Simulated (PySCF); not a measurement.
Al²⁺ (aluminium, charge +2) across methods

[Ne] 3s1, 2S determinant. Computed with PySCF 2.14 in x2c-QZVPPall (9s6p4d2f1g, 70 functions), with scalar relativity by spin-free X2C-1e.

```tsv
method	E (hartree)	mean ε 2p α (eV)	mean ε 2p β (eV)	mean ε 3s α (eV)	Σ⟨r²⟩ (bohr²)	⟨S²⟩
PBE0	-241.7867	-95.006	-94.752	-25.501	9.225	0.750
revPBE	-241.8543	-90.212	-89.981	-24.432	9.234	0.750
UHF	-241.46672	-107.98	-107.69	-28.110	9.333	0.750
PBE	-241.7644	-90.278	-90.028	-24.482	9.218	0.750
r2SCAN	-241.8751	-91.950	-91.742	-24.698	9.221	0.750
r2SCAN0	-241.8706	-96.197	-95.972	-25.657	9.218	0.750
LDA	-240.8377	-90.386	-90.154	-24.588	9.187	0.750
wB97M-V	-241.8891	-97.295	-97.085	-27.730	9.275	0.750
M06	-241.8915	-95.412	-95.242	-25.277	9.125	0.750
```
